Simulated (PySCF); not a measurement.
A structure optimised at B3LYP-D3(BJ)/def2-SVP, used in a PySCF frequency run:

```xyz
5

Se     0.0000     0.0000    -0.1657
Cl     0.0000     2.1152    -1.0090
Cl     0.0000    -2.1152    -1.0090
Cl     1.6840     0.0000     1.1748
Cl    -1.6840     0.0000     1.1748
```
Charge +1, spin multiplicity 2.

Problem. Write its SMILES, formula and point group.

Solution. Cl[Se+](Cl)(Cl)Cl, Cl4Se, C2v

Problem. What are its rotational constants (standard atomic weights)?

Solution. 1.3540, 1.0326, 0.97513 GHz
